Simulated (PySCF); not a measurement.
Ga(F)(Et)(OH) (C2H6FGaO), SMILES C[CH2][Ga]([OH])[F]. Geometry: PBE0-D3(BJ)/def2-SVP. The structure was generated by enumeration; whether it is a known compound was not checked. One conformer was computed; it need not be the lowest.

Computed equilibrium geometry at PBE0-D3(BJ)/def2-SVP (PySCF confirms it by a frequency run) as a Z-matrix, and its point group (one conformer of several):
point group Cs.
```
C
H 1 1.1029
H 1 1.1029 2 105.47
C 1 1.5246 2 111.45 3 121.10
H 4 1.1015 1 112.03 2 -178.52
H 4 1.1015 5 107.18 1 123.28
H 4 1.1019 5 106.93 6 114.37
Ga 1 1.9559 2 106.32 3 -112.63
F 8 1.7535 1 120.56 2 56.02
O 8 1.7788 9 110.55 1 180.00
H 10 0.9622 8 114.57 9 180.00
```
